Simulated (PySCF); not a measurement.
Bonds (- single, = double, # triple, : aromatic): C1-C2, C2-Si3, C2-C4, C4-Si5, Si5-Si6, Si5-C7, C7-C2. C1 carries H8, H9, H10; Si3 carries H11, H12, H13; C4 carries H14, H15; Si5 carries H16; Si6 carries H17, H18, H19; C7 carries H20, H21. Stereochemistry as in C[C@]1([SiH3])C[Si@H]([SiH3])C1. H14, H21 are cis to Si6 on the ring; H15, H20 are trans to Si6 on the ring.

PySCF 2.14 calculation with GIAO PBE0/pcSseg-1 shieldings and GFN2-xTB geometry; fast rotation and ring inversion assumed for equivalent nuclei, non-relativistic, no solvent, one conformer.

Predict the 2D correlation tables (HSQC, COSY, HMBC).

Results:



HSQC (one-bond C–H):
| δH | δC |
| --- | --- |
| 1.91 (H15/H20) | 21.3 (C4/C7) |
| 1.54 (H8/H9/H10) | 32.9 (C1) |
| 1.00 (H14/H21) | 21.3 (C4/C7) |

COSY cross peaks (H two or three bonds apart, from the bond graph; peaks can be absent where the dihedral angle is near 90°):
| δH | δH |
| --- | --- |
| 5.24 (H16) | 3.64 (H17/H18/H19) |
| 5.24 (H16) | 1.91 (H15/H20) |
| 5.24 (H16) | 1.00 (H14/H21) |
| 1.91 (H15/H20) | 1.00 (H14/H21) |

HMBC (two and three bonds, from the bond graph):
| δH | δC |
| --- | --- |
| 5.24 (H16) | 25.5 (C2), 21.3 (C4/C7) |
| 3.82 (H11/H12/H13) | 32.9 (C1), 25.5 (C2), 21.3 (C4/C7) |
| 3.64 (H17/H18/H19) | 21.3 (C4/C7) |
| 1.91 (H15/H20) | 32.9 (C1), 25.5 (C2), 21.3 (C4/C7) |
| 1.54 (H8/H9/H10) | 25.5 (C2), 21.3 (C4/C7) |
| 1.00 (H14/H21) | 32.9 (C1), 25.5 (C2), 21.3 (C4/C7) |

δ = σ(ref) − σ, references computed at the same level: 1H (31.72 ppm) and 13C (186.93 ppm) vs TMS.

Short H···H contacts in this conformer between protons four or more bonds apart (candidates for NOE cross peaks, intensity ∝ r⁻⁶): H9···H21 2.52 Å, H10···H17 2.71 Å, H12···H20 2.79 Å.

Shifts are as computed. Against solution values, carbons near 30 ppm lie about +3 ppm off and those near 130 ppm about +5 ppm. Of 1211 compounds with measured shifts, 218 miss one by over three times the rms of a fit or turn the order of signals round; such compounds aren't used in these exercises.
